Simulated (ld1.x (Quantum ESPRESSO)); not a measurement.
**P: one change to a TM potential, before and after**

```
Element                 : phosphorus (P)
Generator               : ld1.x (Quantum ESPRESSO) 7.5
Type                    : norm-conserving Troullier–Martins (Kleinman–Bylander form)
Functional              : revPBE
Relativity              : scalar-relativistic
Frozen core             : [Ne]
Valence charge          : 5
Reference configuration : 3s2 3p3
Partial waves           : 3s (bound): rc 1.10 bohr; 3p (bound): rc 1.30 bohr; 3d channel at 0.05 Ry: rc 1.25 bohr
Local potential         : the d channel
Core correction         : Bessel-smoothed model core, default radius (core density twice the valence density)
```

All-electron outer shells of the reference configuration (revPBE, scalar-relativistic, ld1.x):

```
shell  level (eV)  outermost node (bohr)  outermost maximum (bohr)
   2s     -174.10                   0.14                      0.42
   2p     -124.45                      –                      0.36
   3s      -13.94                   0.65                      1.58
   3p       -5.48                   0.64                      1.83
```

Change: core correction none.

Cutoffs: the cutoffs (Ry, on a coarse ladder) from which the occupation-weighted sum of valence levels, in a spherical-Bessel basis at the reference potential, stays within 10 and 1 mRy of its value at 400 Ry; they do not see the model core or the augmentation charge, which bear on the density cutoff. Errors are all-electron minus pseudo energies relative to the spin-unpolarised reference configuration.

What does the change do?

The potential gets neither clearly harder nor softer (70 Ry and 180 Ry → 70 Ry and 180 Ry); both files keep a bound ghost (s); the number of tests that count goes from 7 to 6; of the 6 tests that both files solve, the error grows in 6 and shrinks in 0 by more than 15 % and 0.3 meV (median size 32.4 → 274.7 meV). Exchange and correlation are not linear in the density, so unscreening with the valence charge alone errs where core and valence overlap; a model core restores that term. The default core radius of the base comes out at 0.99 bohr.

| quantity | base | changed |
| --- | --- | --- |
| cutoff, loose | 70 Ry | 70 Ry |
| cutoff, tight | 180 Ry | 180 Ry |
| bound ghosts | s | s |
| tests counted (converged, no solver errors) | 7 of 7 | 6 of 7 |
| error for 3s2 3p2, meV [ΔE 9.71 eV] | +17 | +250 |
| error for 3s2 3p1, meV [ΔE 28.83 eV] | +132 | +805 |
| error for 3s2 3p0, meV [ΔE 58.53 eV] | +518 | +1958 |
| error for 3s1 3p4, meV [ΔE 8.53 eV] | +7.5 | +39 |
| error for 3s1 3p3, meV [ΔE 18.82 eV] | +48 | +299 |
| error for 3s2 3p3.3, meV [ΔE -1.30 eV] | +0.5 | -1.4 |
| s: phases at 1.40 bohr within 0.05 rad from the reference energy up to (Ry; the scan ends near 5) | -0.8 | -0.8 |
| p: phases at 1.40 bohr within 0.05 rad from the reference energy up to (Ry; the scan ends near 5) | 0.9 | 0.9 |
| d: phases at 1.40 bohr within 0.05 rad from the reference energy up to (Ry; the scan ends near 5) | to the end of the scan | to the end of the scan |

Changed file: Tests not counted: 3s2 3p2.5 (pseudo-atom not self-consistent, printed error -6.3 meV). A true bound ghost makes a file unfit for plane-wave use even where its test errors are small: the radial tests pick states by their node count and pass the ghost by.
